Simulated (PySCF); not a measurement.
F$_{3}$OTa, triplet, at a GFN2-xTB geometry (such geometries of metal compounds can be far from the true shape) (the multiplicity is a formal guess) (core potentials on Ta), with bond 4-1 at 2.2 times its length; HF/def2-SVP in PySCF.

Input for PySCF:
```python
from pyscf import gto, scf

mol = gto.M(
    atom='''
Ta   -0.01066251    0.04207787   -0.01079469
O     1.56869310    0.76107597   -0.45743268
F     1.16433961   -1.36758425    0.39255051
F    -3.06882760   -2.58828723    0.16793322
F    -1.07151112    1.50331666    0.03116803
''',
    basis='def2-svp',
    ecp={'Ta': 'def2-svp'},
    spin=2,
    verbose=4,
)

mf = scf.UHF(mol)
mf.kernel()
mo_i, mo_e, stable_i, stable_e = mf.stability(internal=True, external=True, return_status=True, nroots=6, tol=1e-6)
print('internally stable:', stable_i, ' externally stable:', stable_e)
if not stable_i:
    umf = mf.copy()
    umf.scf_summary = {}
    umf.kernel(umf.make_rdm1(mo_i, mf.mo_occ))
```

Output, abridged:

```
PySCF version 2.14.0

[INPUT] verbose = 4
[INPUT] num. atoms = 5
[INPUT] num. electrons = 48
[INPUT] charge = 0
[INPUT] spin (= nelec alpha-beta = 2S) = 2
[INPUT] symmetry False subgroup None
[INPUT] Mole.unit = angstrom
[INPUT] Symbol           X                Y                Z      unit          X                Y                Z       unit  Magmom
[...]
nuclear repulsion = 180.792865220087
number of shells = 36
number of NR pGTOs = 153
number of NR cGTOs = 88
basis = def2-svp
ecp = {'Ta': 'def2-svp'}

******** <class 'pyscf.scf.uhf.UHF'> ********
method = UHF
initial guess = minao
damping factor = 0
level_shift factor = 0
DIIS = <class 'pyscf.scf.diis.CDIIS'>
diis_start_cycle = 1
diis_space = 8
diis_damp = 0
SCF conv_tol = 1e-09
SCF conv_tol_grad = None
SCF max_cycles = 50
direct_scf = True
direct_scf_tol = 1e-13
number electrons alpha = 25  beta = 23
Set gradient conv threshold to 3.16228e-05
init E= -415.42470676553

cycle= 1 E= -428.914466100385  delta_E= -13.5  |g|= 0.744  |ddm|= 5.51

cycle= 2 E= -418.370231172128  delta_E= 10.5  |g|= 3.21  |ddm|= 2.89
cycle= 3 E= -429.070685445051  delta_E= -10.7  |g|= 0.309  |ddm|= 2.82
cycle= 4 E= -429.112065588953  delta_E= -0.0414  |g|= 0.126  |ddm|= 0.303
cycle= 5 E= -429.124666601559  delta_E= -0.0126  |g|= 0.0424  |ddm|=  0.2
cycle= 6 E= -429.128791660709  delta_E= -0.00413  |g|= 0.024  |ddm|= 0.141
cycle= 7 E= -429.130197163498  delta_E= -0.00141  |g|= 0.013  |ddm|= 0.0899
cycle= 8 E= -429.130989871234  delta_E= -0.000793  |g|= 0.00606  |ddm|= 0.102
cycle= 9 E= -429.131123901192  delta_E= -0.000134  |g|= 0.00502  |ddm|= 0.0254
cycle= 10 E= -429.131250177697  delta_E= -0.000126  |g|= 0.0048  |ddm|= 0.0242
cycle= 11 E= -429.131279509547  delta_E= -2.93e-05  |g|= 0.00475  |ddm|= 0.0052
cycle= 12 E= -429.13124832171  delta_E= 3.12e-05  |g|= 0.00455  |ddm|= 0.00561
cycle= 13 E= -429.131169586304  delta_E= 7.87e-05  |g|= 0.00352  |ddm|= 0.0246
cycle= 14 E= -429.13117175312  delta_E= -2.17e-06  |g|= 0.00265  |ddm|= 0.0243
cycle= 15 E= -429.13120278912  delta_E= -3.1e-05  |g|= 0.00196  |ddm|= 0.0183
cycle= 16 E= -429.131226496244  delta_E= -2.37e-05  |g|= 0.00155  |ddm|= 0.0113
cycle= 17 E= -429.1312476798  delta_E= -2.12e-05  |g|= 0.00114  |ddm|= 0.0111
cycle= 18 E= -429.131261358681  delta_E= -1.37e-05  |g|= 0.000751  |ddm|= 0.0107
cycle= 19 E= -429.131265910478  delta_E= -4.55e-06  |g|= 0.000427  |ddm|= 0.00641
cycle= 20 E= -429.131267384097  delta_E= -1.47e-06  |g|= 0.000242  |ddm|= 0.00445
[...]
converged SCF energy = -429.131267998732  <S^2> = 2.010433  2S+1 = 3.0069473
<class 'pyscf.scf.uhf.UHF'> wavefunction has an internal instability
<class 'pyscf.scf.uhf.UHF'> wavefunction is stable in the real -> complex stability analysis
<class 'pyscf.scf.uhf.UHF'> wavefunction has an UHF/UKS -> GHF/GKS instability
internally stable: False  externally stable: False
[...]
cycle= 22 E= -429.227460903075  delta_E= -3.32e-05  |g|= 0.00106  |ddm|= 0.0162
cycle= 23 E= -429.227512538506  delta_E= -5.16e-05  |g|= 0.000801  |ddm|= 0.0353
cycle= 24 E= -429.227527978518  delta_E= -1.54e-05  |g|= 0.000672  |ddm|= 0.0166
cycle= 25 E= -429.227532992879  delta_E= -5.01e-06  |g|= 0.0006  |ddm|= 0.00648
cycle= 26 E= -429.227537219153  delta_E= -4.23e-06  |g|= 0.000572  |ddm|= 0.00644
cycle= 27 E= -429.227539577878  delta_E= -2.36e-06  |g|= 0.000557  |ddm|= 0.00306
cycle= 28 E= -429.227542092163  delta_E= -2.51e-06  |g|= 0.000551  |ddm|= 0.00278
cycle= 29 E= -429.227543371009  delta_E= -1.28e-06  |g|= 0.00055  |ddm|= 0.00131
cycle= 30 E= -429.227544179893  delta_E= -8.09e-07  |g|= 0.00055  |ddm|= 0.000796
cycle= 31 E= -429.227544032051  delta_E= 1.48e-07  |g|= 0.00055  |ddm|= 0.000159
cycle= 32 E= -429.227543325081  delta_E= 7.07e-07  |g|= 0.000549  |ddm|= 0.000739
cycle= 33 E= -429.227542196019  delta_E= 1.13e-06  |g|= 0.000547  |ddm|= 0.00119
cycle= 34 E= -429.227540999572  delta_E= 1.2e-06  |g|= 0.000545  |ddm|= 0.00132
cycle= 35 E= -429.227537472841  delta_E= 3.53e-06  |g|= 0.000539  |ddm|= 0.00353
cycle= 36 E= -429.227527623439  delta_E= 9.85e-06  |g|= 0.000523  |ddm|= 0.00989
cycle= 37 E= -429.227515325485  delta_E= 1.23e-05  |g|= 0.00051  |ddm|= 0.0128
cycle= 38 E= -429.227509583787  delta_E= 5.74e-06  |g|= 0.000492  |ddm|= 0.00632
cycle= 39 E= -429.227476992423  delta_E= 3.26e-05  |g|= 0.000726  |ddm|= 0.0402
cycle= 40 E= -429.227473932974  delta_E= 3.06e-06  |g|= 0.000607  |ddm|= 0.00531
cycle= 41 E= -429.227461659643  delta_E= 1.23e-05  |g|= 0.000541  |ddm|= 0.0202
cycle= 42 E= -429.227455123178  delta_E= 6.54e-06  |g|= 0.000522  |ddm|= 0.0116
cycle= 43 E= -429.227446483732  delta_E= 8.64e-06  |g|= 0.000734  |ddm|= 0.0169
cycle= 44 E= -429.22744566673  delta_E= 8.17e-07  |g|= 0.000747  |ddm|= 0.0017
cycle= 45 E= -429.227449520599  delta_E= -3.85e-06  |g|= 0.000377  |ddm|= 0.00808
cycle= 46 E= -429.227442818845  delta_E= 6.7e-06  |g|= 0.000938  |ddm|= 0.015
cycle= 47 E= -429.227450217633  delta_E= -7.4e-06  |g|= 0.000294  |ddm|= 0.016
cycle= 48 E= -429.227447218151  delta_E= 3e-06  |g|= 0.000282  |ddm|= 0.00634
cycle= 49 E= -429.227448706812  delta_E= -1.49e-06  |g|= 0.000269  |ddm|= 0.00298
cycle= 50 E= -429.22744880682  delta_E= -1e-07  |g|= 0.000266  |ddm|= 0.000479
SCF not converged.
SCF energy = -429.22744880682 after 50 cycles  <S^2> = 3.0111578  2S+1 = 3.6117352
```

Convergence was not reached.
